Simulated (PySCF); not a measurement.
A structure optimised at PBE-D3(BJ)/def2-SVP, used in a PySCF frequency run:

```
C
C 1 1.3460
H 2 1.1023 1 124.49
H 1 1.1043 2 116.34 3 0.12
Cl 2 1.7404 3 112.28 1 179.82
Si 1 1.8597 4 118.93 2 178.54
F 6 1.6298 1 111.05 4 105.32
F 6 1.6313 7 106.64 1 115.63
H 6 1.4893 7 108.23 8 116.88
```
Charge 0, spin multiplicity 1.

### Question
Write its SMILES and formula.

### Answer
F[SiH](F)/C=C\Cl, C₂H₃ClF₂Si

### Question
What are its rotational constants (standard atomic weights)?

### Answer
4.6222, 1.2009, 1.0470 GHz
